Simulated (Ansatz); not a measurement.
Relaxation of BClFHOS (6 atoms, charge 0, multiplicity 1), to a largest force component of 0.015 eV/Å in at most 40 steps.

Method: Ansatz, RKS PBE-D4/def2-SVP.

```xyz
6
Properties=species:S:1:pos:R:3
O -1.352 -0.268 -0.735
S -0.314 -0.991 0.360
B 0.922 0.300 0.462
F 0.733 1.383 -0.284
Cl 2.315 0.208 1.457
H -2.049 -0.901 -0.941
```

Problem. Where does it end, and by what steps?

Solution. The run converged. After 18 steps the energy has fallen by 0.202 eV; H6 moved furthest, 0.64 Å.

```csv
step,energy less start (eV),largest force component (eV/Å),accepted
0,0.0000,1.027,yes
1,-0.0608,0.598,yes
2,0.0526,1.111,no
3,-0.0959,0.362,yes
4,-0.1008,0.954,yes
5,-0.1326,0.319,yes
6,-0.1448,0.192,yes
7,-0.1486,0.242,yes
8,-0.1219,1.645,no
9,-0.1678,0.114,yes
10,-0.1702,0.590,yes
11,-0.1786,0.492,yes
12,-0.1913,0.424,yes
13,-0.1846,0.618,no
14,-0.1979,0.231,yes
15,-0.2002,0.160,yes
16,-0.2017,0.023,yes
17,-0.2016,0.041,no
18,-0.2017,0.007,yes
```

```xyz
6
Properties=species:S:1:pos:R:3
O -1.689 -0.339 -0.376
S -0.452 -0.912 0.649
B 0.852 0.309 0.399
F 0.753 1.298 -0.480
Cl 2.308 0.118 1.378
H -1.517 -0.744 -1.251
```

Time of the run: 50 s on 1 thread of Intel(R) Xeon(R) Platinum 8259CL CPU @ 2.50GHz (Skylake/Cascade Lake), with other jobs on the host, peak memory 0.19 GiB.
